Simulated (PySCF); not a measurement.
Species: C₅H₉OS₂ (doublet state).
SMILES with atom numbers: `[CH3:1][S@@:2](=[O:3])[C@@H:4]1[CH2:5][CH2:6][CH:7][S:8]1` (hydrogens: H9, H10, H11 on C1; H12 on C4; H13, H14 on C5; H15, H16 on C6; H17 on C7)

Cartesian coordinates in Å at the GFN2-xTB level; atoms count from 1:
```xyz
17
C5H9OS2 angstrom
C      2.6603    0.5733    0.4153
S      1.2145    0.1639   -0.6475
O      1.5662   -1.0600   -1.3657
C      0.1369   -0.4179    0.7868
C     -1.1017   -1.0815    0.2206
C     -2.0232    0.0537   -0.2263
C     -1.9084    1.1000    0.8208
S     -0.4283    1.0518    1.6846
H      2.3419    1.2838    1.1699
H      3.0402   -0.3386    0.8631
H      3.4212    1.0152   -0.2195
H      0.7349   -1.0612    1.4289
H     -0.8197   -1.7376   -0.6041
H     -1.5898   -1.6771    0.9956
H     -1.6998    0.4295   -1.2094
H     -3.0582   -0.2802   -0.3320
H     -2.4940    1.9950    0.8585
```

The hyperfine couplings belong to this conformer and change with its torsions.

Level of theory: UKS B3LYP, pcH-1 on C H O S, non-relativistic, mean-field spin-orbit, GIAO in PySCF 2.14.0. Isolated species at its GFN2-xTB geometry (one conformer only). The geometry wasn't refined by DFT: couplings that depend on bond lengths, twists or pyramidal angles can differ widely from those at the functional's own minimum. Stability of the SCF solution: not tested.

**Question.** Predict the first-order ENDOR lines of H15, H17, H16, H13, H14 and H12 under fast tumbling at B = 3355.6 mT (W band).

**Answer.** ν± = |νn ± a/2|, one line for each electron-spin manifold; νn = |g_N| × 7.62259 MHz/T × B.

```json
{"nuclei": "H15", "isotope": "1H", "g_N": "5.5857", "νn (MHz)": "142.87", "a_iso (MHz)": "121.12", "lower line (MHz)": "82.31", "upper line (MHz)": "203.43"}
{"nuclei": "H17", "isotope": "1H", "g_N": "5.5857", "νn (MHz)": "142.87", "a_iso (MHz)": "-47.56", "lower line (MHz)": "119.10", "upper line (MHz)": "166.65"}
{"nuclei": "H16", "isotope": "1H", "g_N": "5.5857", "νn (MHz)": "142.87", "a_iso (MHz)": "46.65", "lower line (MHz)": "119.55", "upper line (MHz)": "166.20"}
{"nuclei": "H13", "isotope": "1H", "g_N": "5.5857", "νn (MHz)": "142.87", "a_iso (MHz)": "-3.16", "lower line (MHz)": "141.29", "upper line (MHz)": "144.45"}
{"nuclei": "H14", "isotope": "1H", "g_N": "5.5857", "νn (MHz)": "142.87", "a_iso (MHz)": "-1.81", "lower line (MHz)": "141.97", "upper line (MHz)": "143.78"}
{"nuclei": "H12", "isotope": "1H", "g_N": "5.5857", "νn (MHz)": "142.87", "a_iso (MHz)": "-0.88", "lower line (MHz)": "142.43", "upper line (MHz)": "143.31"}
```

**Question.** Which pairs are centred on the nuclear Larmor frequency, and which on half the coupling?

**Answer.** Centred on νn, since |a| < 2νn: H15, H17, H16, H13, H14 and H12. No pair has |a| > 2νn.

The Mulliken spin populations are largest on C7 (+0.85), S8 (+0.16) and C6 (-0.06). The angles at C7 add up to 357.2°, so it is nearly planar; its axial dipolar tensor and the negative coupling of its proton fit spin in a p orbital normal to that plane.
